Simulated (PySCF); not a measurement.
Distorted geometries of [ReF6]+

[ReF6]+ (singlet). PySCF 2.14.0, RKS TPSS, Re def2-SVP with ECP60, F def2-SVP; non-relativistic Hamiltonian with scalar-relativistic core potentials where named; density fitting; no spin-orbit coupling. Relaxed geometry:

```xyz
7

Re    0.0000    0.0000    0.0000
F     0.0000    0.0000    1.8175
F     0.0000    0.0000   -1.8175
F     1.8175    0.0000    0.0000
F     0.0000    1.8175    0.0000
F    -1.8175    0.0000    0.0000
F     0.0000   -1.8175    0.0000
```

Problem. Order these distorted geometries by energy above the relaxed one, lowest first.
A.
```xyz
7

Re   -0.1461    0.0396    0.0021
F    -0.0040   -0.0107    1.7647
F    -0.0821    0.1455   -1.7396
F     2.0654    0.0225   -0.1073
F    -0.1231    1.6605   -0.0094
F    -1.8414    0.0534    0.0481
F     0.1312   -1.9109    0.0413
```
B.
```xyz
7

Re    0.0061    0.0641    0.1049
F     0.0452    0.1365    1.7289
F    -0.1346    0.1062   -1.9549
F     1.6489    0.1379   -0.0054
F    -0.0773    1.7562    0.1376
F    -1.7253   -0.0646   -0.0768
F     0.2370   -2.1364    0.0657
```
C.
```xyz
7

Re   -0.0520    0.0778   -0.0278
F    -0.0359    0.0421    1.8376
F     0.0048   -0.0408   -1.8224
F     1.8132   -0.0140    0.0555
F     0.1193    1.7384    0.0019
F    -1.8651   -0.0404   -0.0065
F     0.0157   -1.7631   -0.0383
```

Solution. C (0.72 eV), A (3.35 eV), B (4.37 eV).

Problem. Which forces (eV/Å) act in the one that lies 3.35 eV up?

Solution. 
```
Re   11.01 -14.81   0.72
F     0.18   0.11   2.18
F    -0.02  -0.57  -3.48
F    -4.95   0.29   0.34
F     0.63  12.14   0.52
F    -5.94  -0.58   0.10
F    -0.92   3.42  -0.38
```
Forces carry noise of the integration grid, about 0.01 to 0.03 eV/Å.

No frequency check is given that shows the relaxed geometry to be a minimum.
